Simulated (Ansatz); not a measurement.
Cu₂O was relaxed with r2SCAN-D4 (def2-TZVP) in Ansatz in these states: charge +1 doublet, neutral quintet, neutral singlet, neutral triplet. The geometries follow in no particular order.

A:

```xyz
3

Cu   -0.606    0.858    0.758
Cu   -0.267   -0.841   -0.949
O     0.873   -0.017    0.191
```

B:

```xyz
3

Cu    1.0994    1.0757    0.5503
Cu   -0.8072   -1.0916   -0.9085
O    -0.2922    0.0159    0.3583
```

C:

```csv
atom,x (Å),y (Å),z (Å)
Cu1,-1.135,-0.186,0.597
Cu2,1.191,0.476,0.190
O3,-0.055,-0.290,-0.787
```

D:

```xyz
3

Cu   -0.603    1.198   -0.217
Cu    1.192   -0.649   -0.055
O    -0.590   -0.549    0.271
```

Problem. Judge from the bond lengths which geometry belongs to which state (an estimate).

Solution. A is the neutral triplet (Cu1–Cu2 2.432 Å, Cu2–O3 1.810 Å, Cu1–O3 1.810 Å); B is the charge +1 doublet (Cu1–Cu2 3.234 Å, Cu2–O3 1.760 Å, Cu1–O3 1.760 Å); C is the neutral singlet (Cu1–Cu2 2.452 Å, Cu2–O3 1.758 Å, Cu1–O3 1.758 Å); D is the neutral quintet (Cu1–Cu2 2.580 Å, Cu2–O3 1.814 Å, Cu1–O3 1.814 Å).
